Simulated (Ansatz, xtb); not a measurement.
## Two conformers of ClF2OSi2

Structure a is `F[Si]O[Si](F)Cl`, a doublet and structure b is `F[Si]O[Si](F)Cl`, a doublet. Both are isolated molecules in the gas phase, relaxed with B3LYP/6-31G*.

a (Å):

```xyz
6

Cl   -1.5172   -0.9566    1.0966
F     0.6104    2.3885   -0.5533
F     0.1605   -2.4902   -0.8555
O     1.0687   -0.0976   -0.2758
Si    1.8145    1.3888   -0.1166
Si   -0.2996   -0.9717   -0.5913
```

b (Å):

```yaml
atoms:
  - { symbol: Cl, position_ang: [-2.3816, -2.0443, -2.6986] }
  - { symbol: F, position_ang: [0.6478, -0.5321, 1.4549] }
  - { symbol: F, position_ang: [-0.5630, 0.2825, -2.1905] }
  - { symbol: O, position_ang: [-1.3513, -1.0269, -0.0352] }
  - { symbol: Si, position_ang: [-0.9666, -0.6950, 1.5564] }
  - { symbol: Si, position_ang: [-0.8379, -1.1898, -1.6002] }
```

Question: Estimate E(b) − E(a) at the level CCSD(T)/def2-SVP.

Answer: Too close to call at this level: CCSD(T)/def2-SVP gives E(b) − E(a) = −0.32 kJ/mol.

The same difference at several levels:

```
           level      geometry  E(b) − E(a) (kJ/mol)  departure from the last row (kJ/mol)  job, with rough time for the two
    B3LYP/6-31G*  B3LYP/6-31G*                   +0.46                                 +0.78             optimisation, 3.8 min
     HF/def2-SVP  B3LYP/6-31G*                   −0.27                                 +0.04           part of the CCSD(T) run
    MP2/def2-SVP  B3LYP/6-31G*                   −0.28                                 +0.04           part of the CCSD(T) run
CCSD(T)/def2-SVP  B3LYP/6-31G*                   −0.32                                                      single point, 44 s
```

The largest departure from CCSD(T)/def2-SVP is that of B3LYP/6-31G*, 0.78 kJ/mol. Levels run at GFN2-xTB geometries aren't shown.

With harmonic frequencies from B3LYP/6-31G* (ideal gas, rigid rotor, one conformer each, 298.15 K, 1 atm): on the last row, ΔE + ΔZPE = −0.44 kJ/mol. A mode under 50 cm⁻¹ makes harmonic enthalpies and free energies unreliable, so none is given.

Open shells are spin-unrestricted. The correlated steps freeze 18 core orbitals. Run with Ansatz 0.2.0; the last row on 2 threads of Intel(R) Xeon(R) Platinum 8488C (Sapphire Rapids) on a shared host.
